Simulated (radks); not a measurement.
Species: Te XIV. Configuration: [Kr] 4d3. Calculated with a radial shooting solver on a logarithmic mesh with Libxc functionals: Dirac Kohn-Sham, LB94 model potential, spin-unpolarised, spherical densities, finite nucleus; open shells fill j = l - 1/2 first; Fermi nuclear charge, rms radius 4.7423 fm.

Normalised radial functions P(r) = r R(r) (large component), r in bohr:

r,3d3/2,3d5/2,4d5/2
0.003006,0.0002,0.0001,0.0001
0.003852,0.0004,0.0003,0.0001
0.004936,0.0007,0.0005,0.0003
0.006377,0.0014,0.0011,0.0005
0.008171,0.0028,0.0022,0.0011
0.01056,0.0055,0.0045,0.0022
0.01353,0.0105,0.0090,0.0044
0.01747,0.0205,0.0180,0.0088
0.02239,0.0387,0.0348,0.0170
0.02892,0.0730,0.0669,0.0328
0.03706,0.1319,0.1228,0.0600
0.04788,0.2350,0.2218,0.1079
0.06135,0.3947,0.3766,0.1823
0.07925,0.6393,0.6160,0.2950
0.1016,0.9562,0.9291,0.4369
0.1301,1.3220,1.2943,0.5883
0.1681,1.6705,1.6476,0.6989
0.2154,1.8670,1.8543,0.6809
0.2783,1.8182,1.8193,0.4512
0.3566,1.5025,1.5149,0.0043
0.4606,0.9983,1.0152,-0.5838
0.5903,0.5209,0.5348,-1.0596
0.7625,0.1940,0.2015,-1.2367
0.9771,0.0510,0.0537,-1.0433
1.262,0.0078,0.0083,-0.6231
1.617,0.0007,0.0007,-0.2556
2.089,0.0000,0.0000,-0.0614
2.677,0.0000,0.0000,-0.0083

3d3/2: eigenvalue -867.94 eV, 0 radial nodes, <r> = 0.292 bohr, 90 % of the charge inside 0.458 bohr. 3d5/2: eigenvalue -856.94 eV, 0 radial nodes, <r> = 0.295 bohr, 90 % of the charge inside 0.463 bohr. 4d5/2 (empty): eigenvalue -297.26 eV, 1 radial node at r = 0.357 bohr, <r> = 0.821 bohr, 90 % of the charge inside 1.21 bohr.
